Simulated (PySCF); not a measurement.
Structure problem from calculated spectra and properties.

Elements present: C, Cl, H and Si. Monoisotopic mass: 151.9616 u.

* 1H NMR: chemical shifts (computed TMS as zero) by class: 6.32 (1 H), 4.04 (3 H), 1.95 (2 H) ppm [GIAO PBE0/pcSseg-1]
* UV, first state: lowest singlet excitation: 5.48 eV (226 nm, f = 0.000) [TDDFT PBE0/def2-SVPD]
* NMR, other nuclei: isotropic shieldings of nuclei other than C and H, by class: 418 (1 Si), 589 (2 Cl) ppm [GIAO PBE0/pcSseg-1]
* UV, strongest line: among the 8 lowest singlet transitions: S4 at 6.54 eV (190 nm, f = 0.179) [TDDFT PBE0/def2-SVPD]
* 13C NMR: chemical shifts (computed TMS as zero) by class: 103.4 (1 C), 81.5 (1 C), 72.1 (1 C), 0.7 (1 C) ppm [GIAO PBE0/pcSseg-1]
* Triplet: lowest triplet excitation (Tamm–Dancoff): 4.71 eV [TDA PBE0/def2-SVPD]
* Dipole: 2.97 D [PBE0/def2-SVPD]
* Rotational structure: rotational constants A, B, C: 2.522, 0.590, 0.500 GHz [GFN2-xTB]

Gas-phase values; electronic properties from PySCF, density fitting. Levels stand in brackets. Geometry: GFN2-xTB; no solvent, vibrations or thermal averaging. NMR classes are plain means over equivalent atoms (diastereotopic ones count apart unless rotation or inversion swaps them), as if these changed places fast.

Problem. Which formula fits the mass and the elements?

Solution. C4H6Cl2Si (calculated 151.9616). No other formula that holds each of these elements comes within 0.0003 u with a fitting electron parity and a possible valence count.

Problem. What is the compound? Reason from the data.

Solution. Numbering: `[SiH3:1][CH2:2][C:3]#[C:4][CH:5]([Cl:6])[Cl:7]`. Its formula, C4H6Cl2Si, gives 2 degrees of unsaturation: 0 rings and 2 π bonds in the structure found. 4 carbons fall into 4 classes; from least to most shielded: alkyne carbon [C3] (103.4 ppm), alkyne carbon [C4] (81.5 ppm), CHCl2 carbon [C5] (72.1 ppm), sp3 carbon bound to silicon [C2] (0.7 ppm). Hydrogen classes from least to most shielded: 1 H on a CHCl2 carbon, C5 (6.32 ppm), 3 H on an SiH3 silicon, Si1 (4.04 ppm), 2 H on an sp3 carbon bound to silicon, C2 (1.95 ppm). The other shieldings belong to: 418 ppm, SiH3 silicon [Si1]; 589 ppm, alkyl chlorine [Cl6/Cl7]. S1 is mainly HOMO→LUMO (weight 0.83); the largest Löwdin shares of the orbital it empties are 0.31 on an alkyne carbon, 0.27 on an alkyne carbon, 0.12 on an alkyl chlorine and 0.10 on the sp3 carbon bound to silicon, of the orbital it fills 0.27 on an alkyl chlorine, 0.23 on an alkyl chlorine, 0.22 on the CHCl2 carbon and 0.10 on an alkyne carbon. The optimised geometry has point group C1 and is an asymmetric top. Structure: `C(C#CC[SiH3])(Cl)Cl`. Computed isomers that give other values at the same levels: `ClCC1=C[SiH2][C@H]1Cl` (13C chemical shifts (computed TMS as zero) by class: 173.5 (1 C), 143.6 (1 C), 50.5 (1 C), 46.2 (1 C) ppm); `Cl[SiH2]C1=C(Cl)CC1` (13C chemical shifts (computed TMS as zero) by class: 158.9 (1 C), 148.1 (1 C), 40.8 (1 C), 29.3 (1 C) ppm). The assignments are read from this structure; whether some other isomer fits the data as well wasn't checked. NMR values of atoms bound to several Cl lack the spin–orbit term that these neighbours bring.
